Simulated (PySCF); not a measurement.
PySCF input for C4H6OSe, SMILES C=C1[C@H]([SeH])CO1, PBE0-D3(BJ)/def2-SVP. Coordinates come from a PBE0-D3(BJ)/def2-SVP optimisation. The structure was generated by enumeration; whether it is a known compound was not checked. The values are those of a single conformer.

```python
import numpy as np
from pyscf import gto, scf, dft, df
from pyscf.hessian import thermo

mol = gto.M(
    atom='''
    C     2.47913136    0.05472287    0.04151449
    C     1.36483795   -0.66476526   -0.05206307
    O     1.11034712   -1.92204433    0.42441453
    C    -0.25716148   -1.86421653   -0.01316467
    C    -0.01440220   -0.47689151   -0.62902297
    Se   -0.95804849    1.07155560    0.08219364
    H     2.50969432    1.05528405   -0.38968268
    H     3.35970535   -0.34290787    0.54774686
    H    -0.49406094   -2.67192401   -0.72379151
    H    -0.95760492   -1.88274716    0.83573918
    H    -0.04459829   -0.44381904   -1.72646388
    H    -2.11669725    0.93648089   -0.81703030
    ''',
    basis='def2-SVP',
    charge=0,
    spin=0,
    max_memory=1600,
    verbose=3,
)
mf = dft.RKS(mol, xc='pbe0').density_fit(auxbasis='def2-universal-jkfit')
mf.disp = 'd3bj'
mf.grids.level = 3
mf.conv_tol = 1e-11
mf.max_cycle = 100
mf.kernel()

# [left out here: the lines that compute and print the analytic Hessian (its translational invariance restored by hand, since the grid's response is missing), thermochemistry and intensities]
```

It prints:

```
converged SCF energy = -2631.74623086063

WARN: DFTD3 does not support analytical Hessian, using finite difference


WARN: Mole.unit (angstrom) is changed to Bohr

Mode                                 0                   1                   2
Irrep
Freq [cm^-1]                       99.8481            136.0652            199.6742
Reduced mass [au]                   3.8326              4.0474              1.1153
Force const [Dyne/A]                0.0225              0.0441              0.0262
Char temp [K]                     143.6592            195.7676            287.2867
Normal mode                   x     y     z       x     y     z       x     y     z
       0   C                -0.04  0.03  0.07    0.13 -0.11 -0.04   -0.03  0.03 -0.04
       1   C                 0.00 -0.02 -0.00    0.06 -0.02  0.02   -0.02  0.00 -0.00
       2   O                 0.07 -0.09 -0.13    0.02 -0.02 -0.00   -0.01  0.01  0.04
       3   C                 0.00 -0.02  0.09    0.02  0.03  0.01    0.00 -0.02 -0.01
       4   C                -0.02 -0.02  0.07    0.06  0.04  0.04   -0.01 -0.01 -0.00
       5  Se                -0.01  0.02 -0.01   -0.05  0.01 -0.00    0.01 -0.01  0.01
       6   H                -0.10  0.08  0.18    0.20 -0.10 -0.01   -0.08  0.02 -0.06
       7   H                -0.01  0.02  0.01    0.13 -0.21 -0.10   -0.01  0.08 -0.05
       8   H                -0.16 -0.01  0.14   -0.01  0.06 -0.01    0.06 -0.03 -0.03
       9   H                 0.15  0.03  0.21    0.03  0.03  0.01   -0.03 -0.06 -0.04
      10   H                -0.05 -0.08  0.07    0.07  0.06  0.04   -0.02  0.01  0.00
      11   H                 0.08  0.10 -0.14    0.11  0.05 -0.21    0.41  0.58 -0.60
Mode                                 3                   4                   5
Irrep
Freq [cm^-1]                      280.3388            389.4388            470.1659
Reduced mass [au]                   3.0190              2.3244              3.8082
[...]
Reduced mass [au]                   2.0223              1.6636              4.6922
Force const [Dyne/A]                1.1230              0.9768              3.0670
Char temp [K]                    1396.8062           1436.2843           1515.4217
Normal mode                   x     y     z       x     y     z       x     y     z
       0   C                -0.04  0.00  0.00   -0.04 -0.03 -0.00   -0.01 -0.05  0.02
       1   C                 0.01 -0.03 -0.07   -0.01 -0.00 -0.01    0.00 -0.02 -0.01
       2   O                -0.04  0.05 -0.02   -0.02  0.06 -0.05    0.12  0.09  0.01
       3   C                -0.02 -0.11  0.01   -0.03  0.02  0.08   -0.12  0.02 -0.10
       4   C                 0.09  0.08  0.07    0.12 -0.04 -0.02    0.01 -0.10  0.08
       5  Se                -0.00 -0.00 -0.01   -0.00  0.00  0.00   -0.00  0.00  0.00
       6   H                 0.03 -0.02 -0.04   -0.08 -0.04 -0.02   -0.17 -0.08 -0.04
       7   H                -0.08 -0.06  0.03   -0.05 -0.05 -0.01    0.03  0.04  0.00
       8   H                -0.03 -0.27  0.19    0.15  0.23 -0.22   -0.19 -0.02 -0.02
       9   H                 0.05  0.01  0.08   -0.07 -0.39  0.04   -0.07  0.21 -0.06
      10   H                 0.34  0.34  0.08    0.27 -0.43 -0.04    0.09 -0.04  0.08
      11   H                -0.13  0.21  0.13   -0.02  0.06  0.02   -0.02  0.03  0.02
Mode                                15                  16                  17
Irrep
Freq [cm^-1]                     1085.6125           1165.3487           1175.4493
Reduced mass [au]                   4.0546              1.1520              1.4186
Force const [Dyne/A]                2.8154              0.9218              1.1548
Char temp [K]                    1561.9547           1676.6774           1691.2098
Normal mode                   x     y     z       x     y     z       x     y     z
       0   C                -0.02 -0.00 -0.00   -0.01 -0.00 -0.00    0.03  0.00  0.02
       1   C                 0.00  0.01 -0.02    0.00 -0.00  0.02   -0.00 -0.00 -0.06
       2   O                -0.11  0.02 -0.03    0.01 -0.01 -0.05    0.01 -0.03  0.01
       3   C                 0.15  0.05 -0.05   -0.02  0.03  0.06    0.01  0.03  0.02
       4   C                 0.01 -0.11  0.10    0.04 -0.02  0.02   -0.14  0.01  0.01
       5  Se                -0.00  0.00  0.00   -0.00 -0.00 -0.00    0.00  0.00  0.00
       6   H                -0.03 -0.01 -0.02   -0.02  0.00  0.01    0.03 -0.00 -0.01
       7   H                -0.04 -0.03  0.01   -0.03 -0.05 -0.01    0.08  0.12  0.02
       8   H                -0.02  0.01  0.06    0.54 -0.22  0.16    0.20 -0.04  0.04
       9   H                 0.11  0.34 -0.08   -0.51  0.19 -0.33   -0.19  0.07 -0.14
      10   H                 0.04 -0.17  0.10   -0.26  0.11  0.04    0.73 -0.12 -0.03
      11   H                -0.01  0.03  0.01   -0.03  0.04  0.03    0.05 -0.08 -0.05
Mode                                18                  19                  20
Irrep
Freq [cm^-1]                     1223.2739           1245.5805           1369.7378
Reduced mass [au]                   1.5704              2.0547              1.9941
Force const [Dyne/A]                1.3845              1.8782              2.2043
Char temp [K]                    1760.0188           1792.1130           1970.7477
Normal mode                   x     y     z       x     y     z       x     y     z
       0   C                -0.02  0.03 -0.02   -0.02  0.03 -0.02   -0.01  0.03 -0.02
       1   C                 0.05 -0.09  0.05    0.06 -0.11  0.07    0.07 -0.09  0.06
       2   O                 0.00  0.03 -0.01   -0.01  0.05 -0.03    0.00  0.07 -0.03
       3   C                -0.03  0.01 -0.08   -0.01  0.09 -0.00    0.04 -0.10  0.06
       4   C                -0.03  0.10  0.01   -0.06 -0.09 -0.02   -0.05  0.03 -0.03
       5  Se                 0.00 -0.00  0.00   -0.00  0.00 -0.00    0.00  0.00  0.00
       6   H                 0.11  0.04  0.03    0.12  0.04  0.03   -0.01  0.03 -0.01
       7   H                -0.09 -0.11  0.01   -0.10 -0.11  0.01   -0.13 -0.18  0.03
       8   H                 0.14 -0.32  0.24    0.21 -0.02  0.05   -0.23  0.28 -0.28
       9   H                 0.14 -0.01  0.06    0.21 -0.25  0.17   -0.24  0.32 -0.16
      10   H                -0.08 -0.60 -0.01    0.12  0.46 -0.01    0.02 -0.02 -0.04
      11   H                 0.02 -0.03 -0.02    0.01 -0.02 -0.01    0.01 -0.02 -0.01
Mode                                21                  22                  23
Irrep
Freq [cm^-1]                     1387.0409           1491.3991           1794.1498
Reduced mass [au]                   1.1825              1.1085              7.8141
Force const [Dyne/A]                1.3404              1.4527             14.8199
Char temp [K]                    1995.6431           2145.7913           2581.3821
Normal mode                   x     y     z       x     y     z       x     y     z
       0   C                 0.05  0.03  0.01    0.02  0.01  0.00    0.14  0.09  0.01
       1   C                 0.06  0.06 -0.01   -0.01  0.01 -0.01   -0.19 -0.12 -0.01
       2   O                -0.01 -0.03  0.01   -0.01 -0.01  0.01    0.01  0.02 -0.01
       3   C                -0.01  0.01 -0.01   -0.07 -0.05  0.00    0.02  0.01  0.00
       4   C                -0.02 -0.00 -0.00    0.00  0.00  0.00    0.03  0.00  0.01
       5  Se                 0.00  0.00  0.00   -0.00  0.00  0.00   -0.00 -0.00 -0.00
       6   H                -0.62 -0.05 -0.21   -0.07  0.00 -0.03   -0.09  0.09 -0.07
       7   H                -0.28 -0.53  0.13   -0.01 -0.04  0.02    0.05 -0.13  0.07
       8   H                -0.02 -0.07  0.08    0.54  0.12 -0.36   -0.03  0.01  0.02
       9   H                 0.00 -0.11  0.00    0.35  0.46  0.34   -0.01 -0.02 -0.03
      10   H                 0.04  0.01 -0.01    0.01 -0.02 -0.00   -0.01 -0.00  0.01
      11   H                 0.01 -0.01 -0.00    0.00 -0.00 -0.00   -0.01  0.01  0.00
Mode                                24                  25                  26
Irrep
Freq [cm^-1]                     2442.1210           3077.0814           3139.3449
Reduced mass [au]                   1.0206              1.0585              1.0932
Force const [Dyne/A]                3.5862              5.9051              6.3480
Char temp [K]                    3513.6684           4427.2351           4516.8184
Normal mode                   x     y     z       x     y     z       x     y     z
       0   C                -0.00 -0.00 -0.00    0.00  0.00 -0.00   -0.00 -0.00 -0.00
       1   C                 0.00  0.00 -0.00   -0.00 -0.00  0.00    0.00  0.00  0.00
       2   O                -0.00 -0.00  0.00    0.00  0.00  0.00    0.00 -0.00 -0.00
       3   C                 0.00 -0.00  0.00    0.05  0.05 -0.00   -0.01  0.01  0.03
       4   C                 0.00  0.00  0.00   -0.00 -0.00 -0.00   -0.00  0.00 -0.08
       5  Se                 0.01  0.00  0.01   -0.00  0.00  0.00   -0.00  0.00  0.00
       6   H                -0.00 -0.00  0.00    0.00  0.00 -0.00   -0.00  0.01 -0.00
       7   H                -0.00  0.00  0.00    0.00 -0.00  0.00    0.01 -0.00  0.00
       8   H                -0.00  0.00  0.00   -0.14 -0.53 -0.48   -0.04 -0.14 -0.13
       9   H                 0.00 -0.00 -0.00   -0.39  0.00  0.50    0.18  0.00 -0.22
      10   H                -0.00 -0.00  0.00    0.00 -0.00  0.04    0.03 -0.03  0.89
      11   H                -0.78 -0.09 -0.61   -0.00  0.00 -0.00    0.00 -0.00  0.00
Mode                                27                  28                  29
Irrep
Freq [cm^-1]                     3152.8046           3195.3153           3306.8063
Reduced mass [au]                   1.1109              1.0617              1.1196
Force const [Dyne/A]                6.5063              6.3870              7.2129
Char temp [K]                    4536.1839           4597.3473           4757.7581
Normal mode                   x     y     z       x     y     z       x     y     z
       0   C                -0.00 -0.00 -0.00   -0.06 -0.04 -0.01   -0.04  0.07 -0.05
       1   C                 0.00 -0.00 -0.00    0.01  0.01  0.00   -0.00  0.00 -0.00
       2   O                -0.00  0.00  0.00    0.00  0.00 -0.00   -0.00 -0.00  0.00
       3   C                 0.02 -0.04 -0.08   -0.00 -0.00  0.00    0.00 -0.00  0.00
       4   C                -0.00  0.00 -0.03    0.00 -0.00  0.00    0.00  0.00  0.00
       5  Se                -0.00  0.00  0.00   -0.00  0.00  0.00    0.00  0.00 -0.00
       6   H                 0.00  0.00 -0.00    0.02  0.61 -0.26   -0.03 -0.63  0.27
       7   H                 0.00 -0.00  0.00    0.57 -0.26  0.33    0.53 -0.23  0.30
       8   H                 0.12  0.43  0.37    0.00  0.00  0.00   -0.00 -0.00 -0.00
       9   H                -0.41 -0.01  0.51    0.00 -0.00 -0.00   -0.00 -0.00  0.00
      10   H                 0.01 -0.02  0.35   -0.00  0.00 -0.01    0.00  0.00 -0.00
      11   H                 0.00 -0.00  0.00   -0.00  0.00 -0.00    0.00 -0.00 -0.00
temperature 298.1500 [K]
pressure 101325.00 [Pa]
Rotational constants [GHz] 4.58934 1.48846 1.19531
Symmetry number 1
Zero-point energy (ZPE) 0.08997 [Eh]   236221.936 [J/mol]
                           tot       elec      trans        rot        vib
Entropy [J/mol/K]       346.045      0.000    171.159    117.432     57.453
Cv [J/mol/K]             96.090      0.000     12.472     12.472     71.147
Cp [J/mol/K]            104.405      0.000     20.786     12.472     71.147
Internal energy [J/mol]                      3718.434   3718.434 246041.443
Internal energy [Eh]   -2631.64969  -2631.74623
Enthalpy [J/mol]                             6197.391   3718.434 246041.443
Enthalpy [Eh]          -2631.64874
Gibbs free energy [J/mol]                  -44833.569 -31294.055 228911.695
Gibbs free energy [Eh] -2631.68804
mode   freq/cm-1   IR/(km/mol)
   1       99.85         2.868
   2      136.07         1.265
   3      199.67         9.170
   4      280.34         0.718
   5      389.44         0.578
   6      470.17         0.702
   7      649.97         3.723
   8      713.37         0.498
   9      744.44         1.488
  10      803.64         1.693
  11      822.53        55.392
  12      910.31        13.105
  13      970.83         4.682
  14      998.27        15.362
  15     1053.27        89.906
  16     1085.61        32.744
  17     1165.35         0.648
  18     1175.45        17.795
  19     1223.27        35.412
  20     1245.58        43.417
  21     1369.74        20.389
  22     1387.04         1.205
  23     1491.40         2.296
  24     1794.15       169.939
  25     2442.12        26.171
  26     3077.08        42.409
  27     3139.34         0.308
  28     3152.80        12.843
  29     3195.32         2.681
  30     3306.81         0.053
max |gradient| / (hartree/bohr): 4.166349563322364e-05
APT charges: [-0.3642  0.564  -0.7374  0.4084  0.0707  0.0157  0.0731  0.0762 -0.0415
 -0.0098 -0.0189 -0.0363]
```

The calculation finished and met its thresholds.
